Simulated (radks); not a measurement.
Correlation energies from several functionals, in hartree. Species: Rb4+ [Ar] 3d10 4s2 4p3; Ba44+ [Ne] 3s2; Bi4+ [Xe] 4f14 5d10 6s1; Mg [Ne] 3s2. Method: non-relativistic Kohn-Sham, LDA (Slater exchange, Perdew-Wang correlation), spin-polarised, spherical densities, point nucleus; computed with a radial shooting solver on a logarithmic mesh with Libxc functionals. Every spin shell is full or empty, so the densities are truly spherical. Functionals are evaluated on that one density, not self-consistently.

\begin{tabular}{lrrrr}
functional & Rb4+ & Ba44+ & Bi4+ & Mg \\ \hline
PW92 & -3.1304 & -1.5322 & -8.4686 & -0.88730 \\
PZ & -3.1244 & -1.5375 & -8.4758 & -0.88472 \\
PBE & -1.6456 & -0.50635 & -4.9797 & -0.40822 \\
PBEsol & -1.8854 & -0.61314 & -5.5674 & -0.48288 \\
LYP & -1.6391 & -0.61015 & -4.3762 & -0.46093 \\
P86 & -1.8765 & -0.88081 & -5.5875 & -0.46250 \\
AM05 & -2.8967 & -1.3850 & -7.9910 & -0.79765 \\
OP (B88) & -1.5785 & -0.60318 & -4.3047 & -0.44371 \\
TPSS & -1.6488 & -0.51161 & -4.9761 & -0.41280 \\
revTPSS & -1.6711 & -0.51818 & -5.0133 & -0.42624 \\
B95 & -2.0134 & -0.84075 & -6.2132 & -0.46849 \\
\end{tabular}
